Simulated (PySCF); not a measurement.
Interval between two levels of C by level of theory

C [He] 2s2 2p2 [3P2, M_J = 2] → C [He] 2s1 2p3 [5S2, M_J = 2], as a difference of total energies. All numbers are calculated (PySCF 2.14, the two-component X2C-1e Hamiltonian, in x2c-TZVPall-2c with one added diffuse shell each of s, p, d type (6s4p3d1f, 40 functions)). Correlated levels: 1s2 frozen. "Screened" scales the spin-orbit matrix elements by Boettger's factors to mimic the two-electron term; Breit and QED terms are absent.

```tsv
method	interval between two levels (cm⁻¹)
GHF (spin-free)	20233
GMP2 (spin-free)	29534
GHF (screened spin-orbit)	20213
GMP2 (screened spin-orbit)	29515
```

Errors of the correlated levels include the incompleteness of this basis and the frozen core.

The labels give the starting determinants; with spin-orbit coupling the two ends relaxed to ⟨J²⟩ = 6.01, ⟨L²⟩ = 2.00, ⟨S²⟩ = 2.01 and ⟨J²⟩ = 6.00, ⟨L²⟩ = 0.00, ⟨S²⟩ = 6.00.

For comparison: 33692 cm⁻¹ (measured; NIST Handbook of Basic Atomic Spectroscopic Data (Sansonetti and Martin, J. Phys. Chem. Ref. Data 34, 1559 (2005))).
